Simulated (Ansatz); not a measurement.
B8P8⁻ (relaxed from a model of (BP)8 cage of four- and six-membered rings, whose bonding it doesn't keep). The state is a doublet with charge -1. Geometry r2SCAN-D4/def2-SVP, that of the neutral singlet; atoms count from 1.

```
atom    x (Å)    y (Å)    z (Å)
  B1  -0.3414   2.3156   0.4096
  P2  -0.8667   1.8633   2.2535
  B3   0.8807   1.3939   1.7111
  P4   1.5193   2.6259   0.3129
  B5   0.9127   1.3177  -0.9933
  P6  -0.9140   1.6959  -1.3185
  B7  -1.5996  -0.0810  -0.9954
  P8  -2.0581  -0.8854   0.6564
  B9  -0.7223  -0.0083   1.7419
 P10   1.0886  -0.4951   2.0049
 B11   1.4092  -1.2285   0.2468
 P12   1.8835  -0.3154  -1.3429
 P13  -1.3497  -1.5357  -2.2630
 B14  -1.0571  -2.0741  -0.4763
 P15   0.6971  -2.9535  -0.3034
 B16   0.5179  -1.6354  -1.6443
```

(1) Estimate the Mulliken populations from the PBE0/def2-SVP orbitals of Ansatz.

(2) Where does the spin sit?

(3) And the Mayer bond orders between heavy atoms (over 0.3)?

Answers

(1) 
| atom | charge (e) | spin (α − β) |
| --- | --- | --- |
| B1 | -0.11 | 0.13 |
| P2 | -0.04 | 0.00 |
| B3 | -0.11 | 0.13 |
| P4 | -0.04 | 0.00 |
| B5 | -0.13 | 0.11 |
| P6 | 0.03 | 0.02 |
| B7 | -0.13 | 0.11 |
| P8 | 0.03 | 0.02 |
| B9 | -0.13 | 0.11 |
| P10 | 0.03 | 0.02 |
| B11 | -0.13 | 0.11 |
| P12 | 0.03 | 0.02 |
| P13 | -0.04 | 0.00 |
| B14 | -0.11 | 0.13 |
| P15 | -0.04 | 0.00 |
| B16 | -0.11 | 0.13 |
Mulliken values depend strongly on the basis.

(2) Summed by element: B 0.93, P 0.07, of 1 unpaired in all. Largest on single atoms: B16 0.13, B14 0.13, B3 0.13.

(3) B1–P2 0.88 (1.97 Å); B1–P4 0.99 (1.89 Å); B1–P6 0.96 (1.92 Å); P2–B3 0.99 (1.89 Å); P2–B9 0.94 (1.95 Å); B3–P4 0.88 (1.97 Å); B3–P10 0.96 (1.92 Å); P4–B5 0.94 (1.95 Å); B5–P6 1.05 (1.89 Å); B5–P12 0.97 (1.93 Å); P6–B7 0.97 (1.93 Å); B7–P8 1.05 (1.89 Å); B7–P13 0.94 (1.95 Å); P8–B9 0.97 (1.93 Å); P8–B14 0.96 (1.92 Å); B9–P10 1.05 (1.89 Å); P10–B11 0.97 (1.93 Å); B11–P12 1.05 (1.89 Å); B11–P15 0.94 (1.95 Å); P12–B16 0.96 (1.92 Å); P13–B14 0.99 (1.89 Å); P13–B16 0.88 (1.97 Å); B14–P15 0.88 (1.97 Å); P15–B16 0.99 (1.89 Å).
